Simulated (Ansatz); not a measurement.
Species: H₆OSi₂, SMILES `[SiH3]O[SiH3]` (charge 0, multiplicity 1).

Task: Give a relaxed geometry from r2SCAN-D4/def2-TZVP run with Ansatz (a quantum-chemistry and plane-wave program).

Result: the end point of this relaxation (outside a Z-matrix the atoms follow the SMILES, hydrogens last).
Z-matrix (Å, degrees):
```
O
Si 1 1.6360
Si 1 1.6360 2 146.30
H 2 1.4811 1 108.24 3 179.54
H 3 1.4811 1 108.23 2 179.44
H 3 1.4854 5 109.60 1 -120.24
H 2 1.4854 4 109.60 1 -120.24
H 2 1.4854 4 109.60 7 -119.51
H 3 1.4855 5 109.60 6 -119.51
```
